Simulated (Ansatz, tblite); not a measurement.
Cost and result up the ladder for Zn3⁻ (the lowest doublet isomer of a short search) (3 atoms). Total charge -1; doublet. Geometry: PBE0/def2-TZVPD.

```xyz
3

Zn   -0.1556    1.5517    0.0211
Zn   -1.0121   -0.8744   -0.8021
Zn    1.1677   -0.6773    0.7811
```

Ansatz on 4 threads of Arm Neoverse V1 on a shared host; xTB runs through tblite on one thread. Times are rough, summed over both states, and most runs start from the orbitals of an earlier one. PBE-QIDH/def2-TZVPD serves as the yardstick here, not as an exact answer. Differences are given only for rows in sets of like size (and for xTB, whose basis is part of the method), since another set adds its own error. The other state is a quartet at its own geometry.

The 6-31G sets use Cartesian d functions. The xTB rows come from tblite. B3LYP takes the VWN-RPA correlation. Correlated methods freeze 27 core orbitals. The rows differ in basis, and correlated rows in double-zeta sets carry the largest basis error. In CCSD on the charge -1 doublet the largest single amplitude is 0.16, so its Hartree–Fock determinant may place the open shell otherwise than the density functionals do. The structure comes from a short search, and lower isomers may exist.

Run but left out: MP2/def2-SVPD, MP2/def2-TZVPD (doublet: ⟨S²⟩ 0.95 to 1.01, where a pure state has 0.75).

Correlated methods converge slowly with the basis, most of all in double-zeta sets.

xTB has no spin-polarisation term.

| level | functions | quartet − doublet (eV) | difference from PBE-QIDH/def2-TZVPD (eV) | remarks |
| --- | --- | --- | --- | --- |
| B3LYP/6-31G | 87 | 1.97 | – | HOMO above zero (doublet), HOMO above zero (quartet) |
| CCSD(T)/def2-SVPD | 102 | 1.65 | – | spin-contaminated (⟨S²⟩ 1.01) (doublet) |
| PBE-QIDH/def2-TZVPD | 153 | 1.75 | 0.00 | – |
| r2SCAN/def2-TZVPD | 153 | 1.79 | 0.05 | HOMO above zero (doublet), HOMO above zero (quartet) |
| HF/6-31G | 87 | 0.98 | – | spin-contaminated (⟨S²⟩ 0.91) (doublet) |
| PBE/def2-TZVPD (with forces) | 153 | 2.07 | 0.32 | HOMO above zero (doublet), HOMO above zero (quartet) |
| PBE0/def2-TZVPD | 153 | 1.87 | 0.13 | HOMO above zero (doublet), HOMO above zero (quartet) |
| BLYP/def2-TZVPD | 153 | 2.32 | 0.58 | HOMO above zero (doublet), HOMO above zero (quartet) |
| r2SCAN0/def2-TZVPD | 153 | 1.69 | -0.06 | HOMO above zero (doublet), HOMO above zero (quartet) |
| GFN2-xTB | 12 | 5.14 | 3.40 | – |
| RPA@PBE/def2-TZVPD | 153 | 1.88 | 0.13 | – |
| CAM-B3LYP/def2-TZVPD | 153 | 2.06 | 0.31 | – |
| ωB97M-V/def2-TZVPD | 153 | 2.06 | 0.31 | – |

Task: Estimate how long each takes.

Result: GFN2-xTB 0.005 s; B3LYP/6-31G 6.1 s; PBE/def2-TZVPD (with forces) 7.3 s; BLYP/def2-TZVPD 8.1 s; RPA@PBE/def2-TZVPD 10 s; HF/6-31G 12 s; CAM-B3LYP/def2-TZVPD 16 s; PBE0/def2-TZVPD 18 s; r2SCAN/def2-TZVPD 20 s; CCSD(T)/def2-SVPD 23 s; PBE-QIDH/def2-TZVPD 26 s; r2SCAN0/def2-TZVPD 29 s; ωB97M-V/def2-TZVPD 54 s. On shared hardware such times vary by a factor of up to 3.
